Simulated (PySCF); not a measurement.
In(H)(Et)(OH) (C2H7InO), SMILES C[CH2][InH][OH]. Coordinates come from a B3LYP-D3(BJ)/def2-SVP optimisation. The structure was generated by enumeration; whether it is a known compound was not checked. The def2 effective core potentials stand for the cores of In; spin–orbit coupling is left out. One conformer was computed; it need not be the lowest.

Q: Give the equilibrium geometry at B3LYP-D3(BJ)/def2-SVP (PySCF confirms it by a frequency run) as Cartesian coordinates in Å, and its point group. (The exact figures need the calculation; the answer reports its results.)

A: This is not unique; one that fits is point group Cs.
```xyz
11

In    -0.2834    -0.5401     0.0000
H     -1.1888    -2.0092     0.0000
C     -0.7019     1.6096     0.0000
C      0.5644     2.4675     0.0000
H     -1.3306     1.8162    -0.8818
H     -1.3306     1.8162     0.8818
H      1.1914     2.2767     0.8866
H      1.1914     2.2767    -0.8866
H      0.3262     3.5459     0.0000
O      1.7008    -0.9466     0.0000
H      2.2472    -0.1489     0.0000
```
